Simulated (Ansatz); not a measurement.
Relaxation of Mn(SH)2 (MnH2S2) with UKS PBE-D4/def2-TZVP.

```sh
$ ansatz run in.yaml --threads 2 --pin off --events-out ev --progress --plain --max-ram 4352MiB
```

```yaml
crystal:
  periodic: [false, false, false]
  atoms:
    - {symbol: Mn, position_ang: [0.757590, 0.294630, 0.010800]}
    - {symbol: S, position_ang: [-0.410120, -0.150500, 1.794020]}
    - {symbol: H, position_ang: [0.810590, 0.343720, 2.180930]}
    - {symbol: S, position_ang: [0.038210, -0.003480, -2.017480]}
    - {symbol: H, position_ang: [-1.196270, -0.484360, -1.968270]}
basis:
  gaussian: {orbitals: def2-TZVP}
magnetization: {spin_polarized: true, initial_magnetization: 5}
hamiltonian: {xc: pbe, dispersion: d4}
scf: {lower_state_search: "off"}
output: {orbitals: {seedname: orbitals}}
relax: {f_tol: 0.02, max_steps: 100}
```

It took 22 s on 2 threads of Intel Xeon 6975P-C on a shared host.

Positions (Å) and forces (eV/Å) at steps 1, 2, 3, 4, 5, 7, 8, 9, 10, 13, 15 of 15:

```xyz
5
step=1 energy=-53010.5080 eV
Mn    0.758    0.295    0.011   -0.202   -0.082   -0.173
S    -0.410   -0.150    1.794   -0.033   -0.008    0.749
H     0.811    0.344    2.181   -0.029   -0.005    0.455
S     0.038   -0.003   -2.017    0.907    0.341   -1.499
H    -1.196   -0.484   -1.968   -0.643   -0.246    0.468
5
step=2 energy=-53010.8645 eV
Mn    0.656    0.254   -0.073   -0.314   -0.127   -0.238
S    -0.392   -0.143    1.846    0.368    0.149    0.347
H     0.812    0.346    2.293   -0.233   -0.090    0.267
S     0.083    0.012   -2.207   -0.208   -0.084   -0.365
H    -1.158   -0.468   -1.860    0.387    0.151   -0.011
5
step=3 energy=-53011.0119 eV
Mn    0.515    0.197   -0.160   -0.137   -0.054    0.083
S    -0.320   -0.115    1.920    0.346    0.138    0.024
H     0.831    0.356    2.488   -0.196   -0.078   -0.001
S     0.088    0.013   -2.357   -0.144   -0.055    0.114
H    -1.115   -0.451   -1.890    0.130    0.050   -0.221
5
step=4 energy=-53011.0476 eV
Mn    0.443    0.168   -0.159   -0.094   -0.035    0.141
S    -0.252   -0.088    1.990    0.163    0.063   -0.049
H     0.865    0.372    2.618   -0.083   -0.034   -0.120
S     0.095    0.015   -2.385   -0.247   -0.095    0.190
H    -1.151   -0.466   -2.064    0.260    0.101   -0.163
5
step=5 energy=-53011.0682 eV
Mn    0.273    0.099   -0.077    0.115    0.045   -0.288
S    -0.212   -0.081    2.077   -0.105   -0.042    0.548
H     0.949    0.413    2.577   -0.013   -0.003   -0.068
S     0.129    0.027   -2.314   -0.029   -0.015   -0.177
H    -1.140   -0.458   -2.262    0.032    0.015   -0.015
5
step=7 energy=-53011.0477 eV rejected
Mn    0.138   -0.166   -0.017   -0.028   -0.060    0.163
S    -0.032   -0.342    2.256    0.973    1.171   -0.123
H     0.852    0.768    2.450   -0.943   -1.125   -0.189
S     0.215   -0.119   -2.284   -0.764   -0.036    0.078
H    -1.172   -0.142   -2.405    0.763    0.050    0.072
5
step=8 energy=-53011.1125 eV
Mn    0.200   -0.081   -0.041    0.000   -0.027   -0.032
S    -0.078   -0.273    2.186    0.039   -0.016    0.056
H     0.856    0.666    2.486   -0.033    0.026   -0.003
S     0.187   -0.090   -2.297   -0.034   -0.026    0.005
H    -1.165   -0.221   -2.333    0.027    0.043   -0.025
5
step=9 energy=-53011.1276 eV
Mn    0.194   -0.142   -0.036   -0.014   -0.040    0.047
S    -0.002   -0.328    2.211    0.102    0.072   -0.050
H     0.793    0.743    2.480   -0.089   -0.052   -0.030
S     0.187   -0.141   -2.295   -0.050   -0.018    0.041
H    -1.171   -0.131   -2.359    0.051    0.038   -0.008
5
step=10 energy=-53011.1447 eV
Mn    0.185   -0.235   -0.029    0.012   -0.039    0.055
S     0.114   -0.387    2.226    0.077    0.133   -0.045
H     0.680    0.834    2.442   -0.077   -0.115   -0.036
S     0.180   -0.216   -2.285   -0.044    0.006    0.042
H    -1.159    0.005   -2.353    0.032    0.016   -0.015
5
step=13 energy=-53011.1495 eV rejected
Mn    0.204   -0.412   -0.008    0.012   -0.010   -0.006
S     0.219   -0.414    2.246    0.061    0.298   -0.010
H     0.539    0.917    2.306   -0.064   -0.288    0.006
S     0.169   -0.251   -2.256   -0.151    0.049    0.014
H    -1.131    0.160   -2.289    0.142   -0.049   -0.004
5
step=15 energy=-53011.1526 eV
Mn    0.213   -0.384   -0.014   -0.001   -0.002   -0.003
S     0.196   -0.403    2.239    0.005    0.017   -0.004
H     0.564    0.900    2.341   -0.005   -0.014    0.002
S     0.165   -0.246   -2.262    0.004   -0.001    0.005
H    -1.138    0.132   -2.304   -0.003    0.001    0.001
```
